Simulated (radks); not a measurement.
Species: Cr+. Configuration: [Ar] 3d5. All-electron calculation, non-relativistic Kohn-Sham, exchange-only PBE, spin-polarised, spherical densities, point nucleus; open shells are filled with parallel spins first. Program: a radial shooting solver on a logarithmic mesh with Libxc functionals.

X-ray form factor f0, the Fourier transform of the density (f0(0) = 23):

| sin(theta)/lambda (1/angstrom) | f0 (electrons) |
|---|---|
| 0.05 | 22.594 |
| 0.1 | 21.497 |
| 0.15 | 19.977 |
| 0.2 | 18.283 |
| 0.25 | 16.582 |
| 0.3 | 14.974 |
| 0.4 | 12.222 |
| 0.5 | 10.174 |
| 0.6 | 8.747 |
| 0.8 | 7.096 |
| 1 | 6.136 |
| 1.25 | 5.131 |
| 1.5 | 4.180 |
| 2 | 2.692 |
